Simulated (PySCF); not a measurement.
**Peak assignment**

Atom-mapped SMILES (the numbers label the heavy atoms): `[CH2:1]=[CH:2][c:3]1[cH:4][cH:5][cH:6][cH:7][c:8]1[O:9][SiH3:10]`. Each H is labelled by its parent atom. Ha(C1) is cis to C3; Hb(C1) is trans to C3.

[PySCF 2.14.0 with density-fitted response routines: structure optimised with GFN2-xTB; PBE0/pcSseg-1 with gauge-including orbitals; one conformer; rapidly exchanging positions averaged; non-relativistic; in vacuum]

Scale: $^{13}$C (σref 186.93), $^{1}$H (σref 31.72) against TMS (reference shieldings calculated alike).

Question: Assign these signals to the numbered atoms. $^{13}$C{$^{1}$H} NMR (computed): δ 159.0, 138.5, 134.1, 133.1, 130.1, 126.7, 119.3, 117.9.

Answer: 
159.0 → C8, aromatic carbon bearing oxygen: an ipso carbon deshielded by its heteroatom
138.5 → C2, alkene CH: an sp2 carbon of a C=C bond
134.1 → C6, aromatic CH: the aromatic region
133.1 → C3, substituted aromatic carbon
130.1 → C4, aromatic CH: the aromatic region
126.7 → C5, aromatic CH
119.3 → C7, aromatic CH
117.9 → C1, terminal =CH2 carbon: an sp2 carbon of a C=C bond

C6 and C3; C7 and C1 lie closer than the usual error of such a calculation, so a measured spectrum could show them in the other order.

Question: Assign these signals to the numbered atoms. $^{1}$H NMR (400 MHz, computed): δ 8.01 (d, 1H), 7.57 (m, 1H), 7.46 (m, 1H), 7.28 (m, 1H), 6.83 (d, 1H), 6.09 (m, 1H), 5.64 (m, 1H), 5.22 (s, 3H).

Answer: 
8.01 → H(C4), hydrogen on an aromatic CH: ring-current deshielding
7.57 → H(C2), hydrogen on an alkene CH: attached to an sp2 carbon and in the plane of the double bond
7.46 → H(C6), hydrogen on an aromatic CH: aromatic region
7.28 → H(C5), hydrogen on an aromatic CH
6.83 → H(C7), hydrogen on an aromatic CH
6.09 → Ha(C1), hydrogen on a terminal =CH2 carbon: a vinylic proton, deshielded by the sp2 carbon and the C=C anisotropy
5.64 → Hb(C1), hydrogen on a terminal =CH2 carbon
5.22 → H(Si10), hydrogen on a silicon bonded to O

H(C2) and H(C6) lie closer than the usual error of such a calculation, so a measured spectrum could show them in the other order.

Shifts are as computed. Against solution values, carbons near 30 ppm lie about +3 ppm off and those near 130 ppm about +5 ppm. Of 1211 compounds with measured shifts, 218 miss one by over three times the rms of a fit or turn the order of signals round; such compounds aren't used in these exercises. No couplings were computed; multiplicities are counted from neighbouring protons, with m where these are inequivalent, close in shift, in a saturated or five-membered ring or joined by F or P, and br s for small geminal =CH2 splittings.
